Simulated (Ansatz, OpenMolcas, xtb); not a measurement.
## How methods differ on [SiCl3]+ (SMILES Cl[Si+](Cl)Cl)

[SiCl3]+: 4 atoms, total charge +1, spin state singlet. SMILES: `Cl[Si+](Cl)Cl`. The shape is that of a PBE0-D4/def2-TZVP optimisation.

Each level gives the HOMO–LUMO gap (eV). The values are calculated.

```json
{"level": "GFN0-xTB", "kind": "semi-empirical", "program": "xtb", "value (eV)": "4.47", "CPU time": "under 2 s"}
{"level": "HF/aug-cc-pVDZ", "kind": "Hartree–Fock", "program": "OpenMolcas", "value (eV)": "13.90", "CPU time": "18 s"}
{"level": "SVWN5/aug-cc-pVDZ", "kind": "LDA", "program": "Ansatz", "value (eV)": "4.75", "CPU time": "6.2 s"}
{"level": "BLYP/aug-cc-pVDZ", "kind": "GGA", "program": "Ansatz", "value (eV)": "4.83", "CPU time": "10 s"}
{"level": "TPSS/aug-cc-pVDZ", "kind": "meta-GGA", "program": "OpenMolcas", "value (eV)": "5.04", "CPU time": "61 s"}
{"level": "r2SCAN/aug-cc-pVDZ", "kind": "meta-GGA", "program": "Ansatz", "value (eV)": "5.42", "CPU time": "22 s"}
{"level": "M06-2X/aug-cc-pVDZ", "kind": "hybrid meta-GGA", "program": "OpenMolcas", "value (eV)": "9.27", "CPU time": "57 s"}
{"level": "HSE06/aug-cc-pVDZ", "kind": "range-separated hybrid", "program": "Ansatz", "value (eV)": "6.30", "CPU time": "15 s"}
{"level": "PBE-QIDH/aug-cc-pVDZ", "kind": "double hybrid", "program": "Ansatz", "value (eV)": "11.12", "CPU time": "21 s"}
```

The values span 4.47 to 13.90 eV. Orbital gaps aren't excitation energies, and those of double hybrids come from the SCF part alone; they tend to grow with the share of exact exchange. Times are those of the runs behind each value, whatever else they computed, on shared processors of several kinds: orders of magnitude only.
